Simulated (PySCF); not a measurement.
## Structure revision by computed shifts

A compound C₅H₁₁PSi gives the data below (simulated from a calculation) and was assigned the structure `C[Si](C)(C)CC#P`.

¹³C{¹H} NMR (computed): δ 219.0 (C), 27.3 (CH3), 18.4 (CH), 7.2 (CH2, 2C).

¹H NMR (600 MHz, computed): δ 4.44 (m, 3H), 2.79 (m, 3H), 1.07 (m, 1H), 1.03 (m, 2H), 0.53 (m, 2H).

[PySCF 2.14: structure optimised with GFN2-xTB; shielding tensors at PBE0/pcSseg-1 (GIAO); a single conformation; no solvent model; fast rotation and ring inversion assumed for equivalent nuclei; non-relativistic]

δ = σ(ref) − σ, references computed at the same level: TMS for ¹H, ¹³C.

Question: Compare with the shifts computed for the proposed structure, pairing carbons in order of shift.

Answer: Mapped SMILES: `[CH3:1][Si:2]([CH3:3])([CH3:4])[CH2:5][C:6]#[P:7]` (H(Xn): hydrogen on atom n).

```json
{"atom": "C6", "computed for proposal": "187.1", "given list": "219.0", "difference": "-31.9"}
{"atom": "C5", "computed for proposal": "23.9", "given list": "27.3", "difference": "-3.4"}
{"atom": "C1", "computed for proposal": "-2.4", "given list": "18.4", "difference": "-20.8"}
{"atom": "C3", "computed for proposal": "-2.4", "given list": "7.2", "difference": "-9.6"}
{"atom": "C4", "computed for proposal": "-2.4", "given list": "7.2", "difference": "-9.6"}
```

The rms difference is 18.1 ppm and the largest -31.9 ppm at C6 (carbon bonded to C, P). The proposal also would give 3 carbon signals, not 4. The carbon types in order of shift don't match either: C, CH2, CH3, CH3, CH3 for the proposal against C, CH3, CH, CH2, CH2 in the data. The proposal doesn't fit.

Question: Which isomer fits?

Answer: SMILES C/C([SiH3])=P\C1CC1.

1. δC 219.0: carbon double-bonded to a heavier main-group atom.
2. δC 27.3: methyl carbon; saturated and bonded to C and H only.
3. δC 18.4, 7.2: three-membered-ring carbon; carbons of three-membered rings are unusually shielded.
4. δH 1.07, 1.03, 0.53: hydrogen on a three-membered-ring carbon; cyclopropane-type protons are shielded by the ring.

Other isomers checked: C=C[Si]1(P)CCC1 (rms 60.8 ppm).

The shifts were computed for this structure.

Splittings by ³¹P in the carbon and heteronuclear signals aren't shown, as no couplings were computed. Shifts are as computed. Against solution values, carbons near 30 ppm lie about +3 ppm off and those near 130 ppm about +5 ppm. Of 1211 compounds with measured shifts, 218 miss one by over three times the rms of a fit or turn the order of signals round; such compounds aren't used in these exercises. No couplings were computed; multiplicities are counted from neighbouring protons, with m where these are inequivalent, close in shift, in a saturated or five-membered ring or joined by F or P, and br s for small geminal =CH2 splittings.
